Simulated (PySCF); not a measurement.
**How methods differ on the excitation energy of As**

As [Ar] 3d10 4s2 4p3 (4S) → As [Ar] 3d10 4s2 4p2 5s1, s spin flipped, as a difference of total energies. Calculation: PySCF 2.14, in aug-cc-pVTZ-PP with ECP10MDF (6s5p4d2f, 55 functions); scalar relativity through the core potential. Correlated levels: valence: 3s2 3p6 3d10 frozen. The calculations carry no spin-orbit coupling.

```json
{"method": "UHF", "excitation energy (eV)": "6.543"}
{"method": "LDA", "excitation energy (eV)": "6.509"}
{"method": "PBE", "excitation energy (eV)": "6.460"}
{"method": "PBE0", "excitation energy (eV)": "6.595"}
{"method": "r2SCAN", "excitation energy (eV)": "6.731"}
{"method": "M06", "excitation energy (eV)": "6.143"}
{"method": "B3LYP", "excitation energy (eV)": "6.373"}
{"method": "HSE06", "excitation energy (eV)": "6.570"}
{"method": "BLYP", "excitation energy (eV)": "6.217"}
{"method": "MP2 (valence)", "excitation energy (eV)": "6.779"}
{"method": "SCS-MP2 (valence)", "excitation energy (eV)": "6.631"}
```

Task: How much does correlation contribute at MP2 (valence)?

Result: 6.779 − (6.543) = 0.236 eV, measured against UHF.

The upper determinant mixes two multiplicities, so it lies between the two terms.

The promoted electron is Rydberg-like, and one or two diffuse shells describe it only roughly, which tends to raise the upper state.
